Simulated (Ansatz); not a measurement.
`CB(F)[SeH]` + H–F → `FB(F)[SeH]` + CH₄ at 400 K and 1 bar (ligand exchange at a B–C bond).

Computed with Ansatz on PBE0-D4/def2-TZVP structures; ΔE is electronic, products minus reactants. CCSD(T)/CBS is the MP2 limit (def2-TZVPP, def2-QZVPP) plus CCSD(T) − MP2 in def2-TZVPP, frozen cores. This one scheme is used for every species. For Se outer-core shells are correlated without core-valence functions, which leaves a few kJ/mol of doubt a bond. Scalar relativity is left out up to krypton. Each species was taken in one conformer, which may not be the lowest.

```
     species  CCSD(T)/CBS energy (Eh)  H − E (kJ/mol)  S (J/(mol·K))
`CB(F)[SeH]`              -2565.84504           162.9          352.6
         H–F               -100.39570            36.5          182.2
`FB(F)[SeH]`              -2625.82827            69.2          322.9
         CH₄                -40.46206           131.3          197.2
```

H − E and S are ideal-gas, rigid-rotor, harmonic terms from PBE0-D4/def2-TZVP, for one conformer and one mirror image of each species. 1 Eh = 2625.50 kJ/mol, R = 8.31446 J/(mol·K).

Task: By hand: ΔE, ΔH, ΔS and ΔG.

Result: ΔE = (-2625.82827) + (-40.46206) − (-2565.84504) − (-100.39570) = -0.04959 Eh = -130.2 kJ/mol. Δ(H − E) = 69.2 + 131.3 − 162.9 − 36.5 = 1.1, so ΔH = -129.1 kJ/mol. ΔS = 322.9 + 197.2 − 352.6 − 182.2 = -14.7 J/(mol·K). ΔG = -129.1 − 400 × (-14.7)/1000 = -123.2 kJ/mol.

Task: By hand: the equilibrium constant, and the temperature at which ΔG would vanish if ΔH and ΔS stayed fixed.

Result: log₁₀ K = −ΔG/(RT ln 10) = 16.1. ΔG = 0 at ΔH/ΔS = 8782 K, far beyond where these terms or the molecules hold.

The number of gas molecules stays the same, so ΔS is small and ΔH decides. A doubt of 5 kJ/mol in ΔE shifts log₁₀ K by 0.7 here. Other conformers and mirror images would add mixing entropy, several J/(mol·K) or more a flexible species. Modes under 60 cm⁻¹, often nearly free rotors, make the harmonic entropy too high. These are equilibria of isolated gas molecules and say nothing of rates. Largest T1 diagnostic: 0.012 (customary marks: 0.02 for closed shells, 0.045 for open ones).
